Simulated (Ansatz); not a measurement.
Task: Name a neutral molecule of C, Cd and H with size of the dipole moment (ωB97M-V/def2-TZVPP) between 0.00 and 0.30 D and LUMO energy (B3LYP/def2-TZVPP) between -0.65 and -0.35 eV (Ansatz, PBE0-D4/def2-TZVP geometry).

Result: `C[CH2][Cd][CH3]` (0.15 D, -0.40 eV); `C[CH2][Cd][CH2]C` (0.18 D, -0.44 eV); `[CH3][Cd][CH](C)C` (0.18 D, -0.42 eV). Other molecules can fit too; these were computed, each in one conformer that needn't be the lowest.

B3LYP here is the variant with VWN-RPA as its local correlation; programs differ in this.
